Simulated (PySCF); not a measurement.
CH3AlCl, multiplicity 2. Atoms are numbered in the order given.

```xyz
6

Al     0.7130    -0.4440     0.0000
C     -0.4859    -1.9974     0.0000
H     -1.1299    -1.9463    -0.8842
H     -1.1299    -1.9463     0.8842
H      0.0411    -2.9527     0.0000
Cl    -0.2432     1.4472     0.0000
```
Charge 0, spin multiplicity 2.

The structure is a stationary point at ωB97X-D3(BJ)/def2-TZVP. The spin state was assumed, not searched. The isomer is the one that the SMILES or the coordinates give; other isomers of the formula were not compared.

Level of theory: PySCF with r2SCAN/def2-TZVPD.

Mulliken values depend strongly on the basis, most of all with diffuse functions as here. ESP charges are fitted to the potential on shells at 1.4 to 2.0 van der Waals radii. Atomic charges (e):

```json
[
 {"atom": "Al1", "ESP fit": "0.19", "meta-Löwdin": "0.58", "Mulliken": "0.43", "Mulliken spin": "0.79"},
 {"atom": "C2", "ESP fit": "0.07", "meta-Löwdin": "-0.66", "Mulliken": "-0.72", "Mulliken spin": "0.17"},
 {"atom": "H3", "ESP fit": "0.01", "meta-Löwdin": "0.14", "Mulliken": "0.17", "Mulliken spin": "0.01"},
 {"atom": "H4", "ESP fit": "0.01", "meta-Löwdin": "0.14", "Mulliken": "0.17", "Mulliken spin": "0.01"},
 {"atom": "H5", "ESP fit": "-0.05", "meta-Löwdin": "0.14", "Mulliken": "0.25", "Mulliken spin": "-0.02"},
 {"atom": "Cl6", "ESP fit": "-0.22", "meta-Löwdin": "-0.34", "Mulliken": "-0.31", "Mulliken spin": "0.06"}
]
```
